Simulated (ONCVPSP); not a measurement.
**aluminium (Al), ONCV: configuration errors across variants**

Al, optimised norm-conserving Vanderbilt (ONCV), made with ONCVPSP 4.0.1 (PW91, scalar-relativistic). Core [Ne], reference 3s2 3p0.5 (charge +0.5). Waves: 3s: rc 1.55 bohr, ncon 3, nbas 8, qcut 3.7 1/bohr, 2 projectors, debl 0.6 Ha; 3p: rc 2.50 bohr, ncon 5, nbas 8, qcut 2.9 1/bohr, 2 projectors, debl 2 Ha; d scattering state at 0.04 Ha: rc 2.30 bohr, ncon 4, nbas 9, qcut 4.1 1/bohr, 2 projectors, debl 3.6 Ha. Local part: polynomial inside 1.10 bohr (lpopt 3, dvloc0 1 Ha). Core correction: Teter function, fcfact 5.25, rcfact 1.35.

All-electron excitation energies from the reference (eV): (1) 3s2 3p1 -2.103; (2) 3s2 3p0 3.699; (3) 3s1 3p0 22.977; (4) 3s1 3p1 9.512.

1 further variants failed, have other tests or too few solved ones, and are left out.

A true bound ghost makes a file unfit for plane-wave use even where its test errors are small: the radial tests pick states by their node count and pass the ghost by.

Errors AE − PS in meV (a dash: test not solved or not reliable):

```csv
change,(1),(2),(3),(4),bound ghosts,GHOST(+) flags above zero
base,+0.4,+0.4,-0.8,-4.4,none,s
"local potential polynomial inside 1.10 bohr (lpopt 3, dvloc0 -0.5 Ha)",+0.4,+0.4,-0.9,-4.4,none,s
"core correction Teter function, fcfact 5.25, rcfact 1.82",-3.3,-11,-216,-28,none,s
"all radii but the core radius scaled by about 0.91 (s 1.40, p 2.28, d 2.10 bohr); local potential polynomial inside 1.00 bohr (lpopt 3, dvloc0 1 Ha)",+0.4,+0.4,-5.4,-6.6,s,none
```

(1) Give the same row for: core correction none.

Answers

(1) -0.3, -0.8, +22, +7.6; bound ghosts: none; GHOST(+) flags above zero: s.
